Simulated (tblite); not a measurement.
Compound: C6H12BCl.
Atom-mapped SMILES: `[BH2:1][C@@H:2]([CH2:3][Cl:4])[C:5](=[CH2:6])[CH2:7][CH3:8]` (hydrogens: H9, H10 on B1; H11 on C2; H12, H13 on C3; H14, H15 on C6; H16, H17 on C7; H18, H19, H20 on C8)

Computed with GFN2-xTB (tblite), gas phase: L-BFGS steps from a force-field or distance-geometry start until the largest atomic force falls under 0.01 eV/Å.

Step 90: E = -672.3857 eV
```
atom  x, y, z in Å  |  force x, y, z in eV/Å
B1     -1.5041   -1.5179   -0.8691    0.094  -0.071  -0.055
C2     -1.2059   -0.0231   -0.4651   -0.027   0.031  -0.020
C3     -2.2592    0.6225    0.4250   -0.054  -0.025   0.007
Cl4    -1.7873    2.2918    0.8740   -0.027  -0.003  -0.037
C5      0.1659   -0.0069    0.1943    0.009   0.005   0.017
C6      0.3511   -0.4759    1.4187    0.019  -0.055  -0.040
C7      1.2630    0.5877   -0.6453    0.019  -0.039  -0.005
C8      2.6721    0.2569   -0.1684    0.049   0.005   0.010
H9     -0.7197   -2.0622   -1.5478   -0.086   0.022   0.025
H10    -2.4571   -2.0860   -0.4989    0.047   0.042   0.022
H11    -1.1222    0.5828   -1.3771   -0.030  -0.002   0.061
H12    -2.3979    0.0849    1.3606    0.055  -0.012   0.015
H13    -3.2167    0.6912   -0.0878   -0.036   0.061  -0.047
H14     1.3066   -0.4078    1.9060   -0.016  -0.084   0.044
H15    -0.4382   -0.9412    1.9855    0.008   0.088   0.001
H16     1.1482    0.2229   -1.6695   -0.037  -0.034  -0.017
H17     1.1232    1.6737   -0.6778    0.022  -0.015   0.026
H18     2.7820   -0.8195   -0.0366    0.005   0.075  -0.030
H19     2.8863    0.7461    0.7791    0.035   0.004  -0.042
H20     3.4047    0.5908   -0.9028   -0.048   0.009   0.063
```

Step 91: E = -672.3881 eV
```
atom  x, y, z in Å  |  force x, y, z in eV/Å
B1     -1.4998   -1.5192   -0.8656    0.003  -0.002   0.000
C2     -1.2086   -0.0189   -0.4705   -0.027  -0.029   0.050
C3     -2.2615    0.6233    0.4246    0.032   0.006   0.007
Cl4    -1.7908    2.2963    0.8734   -0.033  -0.044  -0.049
C5      0.1649   -0.0074    0.1881    0.001  -0.005   0.040
C6      0.3516   -0.4841    1.4096   -0.005  -0.014  -0.057
C7      1.2637    0.5872   -0.6467    0.032  -0.010  -0.020
C8      2.6708    0.2585   -0.1636    0.021  -0.005   0.016
H9     -0.7285   -2.0546   -1.5611   -0.044  -0.018  -0.005
H10    -2.4431   -2.0903   -0.4710    0.092   0.042   0.004
H11    -1.1260    0.5854   -1.3806   -0.024   0.038   0.017
H12    -2.3872    0.0849    1.3626    0.014   0.007  -0.026
H13    -3.2193    0.6942   -0.0866   -0.041   0.034  -0.018
H14     1.3023   -0.4143    1.9042    0.018  -0.086   0.026
H15    -0.4387   -0.9481    1.9720   -0.047   0.047   0.045
H16     1.1530    0.2218   -1.6708   -0.035  -0.030  -0.028
H17     1.1262    1.6728   -0.6787    0.002   0.005   0.013
H18     2.7743   -0.8164   -0.0231    0.032   0.042  -0.019
H19     2.8861    0.7563    0.7784    0.024   0.002  -0.014
H20     3.4053    0.5834   -0.8977   -0.015   0.020   0.018
```

Step 92: E = -672.3898 eV
```
atom  x, y, z in Å  |  force x, y, z in eV/Å
B1     -1.4957   -1.5195   -0.8628    0.006   0.030  -0.014
C2     -1.2110   -0.0170   -0.4719   -0.001  -0.028   0.044
C3     -2.2628    0.6241    0.4254    0.049   0.018   0.007
Cl4    -1.7926    2.3000    0.8674   -0.036  -0.046  -0.051
C5      0.1639   -0.0073    0.1848    0.019   0.000   0.033
C6      0.3519   -0.4899    1.4040   -0.023  -0.007  -0.041
C7      1.2639    0.5878   -0.6488    0.035  -0.002  -0.022
C8      2.6695    0.2597   -0.1603    0.011   0.004   0.010
H9     -0.7358   -2.0511   -1.5731   -0.032  -0.014   0.000
H10    -2.4296   -2.0920   -0.4541    0.057   0.004   0.022
H11    -1.1300    0.5869   -1.3821   -0.021   0.045   0.017
H12    -2.3793    0.0896    1.3674   -0.011   0.010  -0.055
H13    -3.2226    0.6934   -0.0840   -0.021   0.019   0.012
H14     1.3011   -0.4242    1.9024    0.017  -0.081   0.008
H15    -0.4407   -0.9519    1.9643   -0.050   0.035   0.052
H16     1.1543    0.2221   -1.6733   -0.027  -0.030  -0.015
H17     1.1271    1.6736   -0.6820   -0.006  -0.002   0.015
H18     2.7705   -0.8135   -0.0151    0.034   0.004  -0.007
H19     2.8834    0.7617    0.7797    0.014   0.004  -0.002
H20     3.4092    0.5781   -0.8910   -0.016   0.037  -0.011
```

Step 93: E = -672.3916 eV
```
atom  x, y, z in Å  |  force x, y, z in eV/Å
B1     -1.4859   -1.5162   -0.8551   -0.113  -0.041   0.045
C2     -1.2175   -0.0066   -0.4823    0.024  -0.050   0.052
C3     -2.2618    0.6288    0.4255    0.016   0.044   0.011
Cl4    -1.7936    2.3100    0.8461   -0.044  -0.012  -0.044
C5      0.1598   -0.0064    0.1720    0.037  -0.028   0.031
C6      0.3477   -0.5095    1.3838   -0.043   0.008  -0.032
C7      1.2641    0.5910   -0.6553    0.041  -0.008  -0.011
C8      2.6643    0.2631   -0.1474    0.033   0.014  -0.004
H9     -0.7576   -2.0335   -1.6084   -0.041  -0.011   0.018
H10    -2.3849   -2.1100   -0.3830    0.192   0.075  -0.052
H11    -1.1397    0.6015   -1.3885   -0.016   0.050   0.003
H12    -2.3533    0.1039    1.3765   -0.045   0.004  -0.097
H13    -3.2317    0.6881   -0.0704    0.038   0.007   0.057
H14     1.2960   -0.4546    1.8866   -0.004  -0.075  -0.011
H15    -0.4487   -0.9740    1.9376   -0.037   0.032   0.047
H16     1.1602    0.2247   -1.6808   -0.002  -0.038   0.008
H17     1.1267    1.6771   -0.6931   -0.003  -0.021   0.030
H18     2.7578   -0.8077    0.0195    0.023  -0.001  -0.008
H19     2.8725    0.7823    0.7851   -0.004  -0.008  -0.006
H20     3.4202    0.5588   -0.8715   -0.053   0.059  -0.036
```

Task: Estimate the geometry and energy of step 94. (The exact step hangs on the optimiser's Hessian estimate; all steps are aligned on step 93, rigid shifts and turns removed.)

Result: E = -672.3928 eV, largest force 0.113 eV/Å
```
atom  x, y, z in Å  |  force x, y, z in eV/Å
B1     -1.4814   -1.5124   -0.8596   -0.065   0.057   0.036
C2     -1.2175   -0.0062   -0.4770    0.053   0.007   0.005
C3     -2.2639    0.6259    0.4298    0.005   0.039  -0.017
Cl4    -1.7993    2.3080    0.8421   -0.040   0.025  -0.026
C5      0.1610   -0.0041    0.1747    0.047  -0.015  -0.015
C6      0.3497   -0.5066    1.3857   -0.032  -0.004   0.031
C7      1.2649    0.5872   -0.6593    0.005   0.011   0.004
C8      2.6647    0.2624   -0.1478    0.006   0.003  -0.015
H9     -0.7544   -2.0364   -1.6016    0.066  -0.028  -0.070
H10    -2.3814   -2.0993   -0.4059   -0.005  -0.045   0.057
H11    -1.1446    0.6069   -1.3811    0.002   0.037   0.005
H12    -2.3525    0.1041    1.3815   -0.055  -0.014  -0.068
H13    -3.2344    0.6814   -0.0666    0.047  -0.002   0.066
H14     1.3006   -0.4630    1.8861   -0.029  -0.059  -0.023
H15    -0.4509   -0.9584    1.9451   -0.018   0.021   0.034
H16     1.1546    0.2149   -1.6832    0.032  -0.025   0.044
H17     1.1267    1.6743   -0.7017    0.005  -0.059   0.026
H18     2.7604   -0.8080    0.0160    0.021  -0.023   0.001
H19     2.8697    0.7792    0.7862   -0.018   0.001   0.007
H20     3.4226    0.5610   -0.8664   -0.029   0.074  -0.081
```

The energy changes by -0.0013 eV. The first-order estimate −F·Δx gives -0.0040 eV and the mean of the old and new forces, exact on a quadratic surface, -0.0013 eV. The step makes an angle of 75° with the force vector and moves no atom by more than 0.025 Å.

The cost below is that of the whole relaxation. Hardware: Arm Neoverse N1, one thread (shared host). Cost: 2.5 s wall.
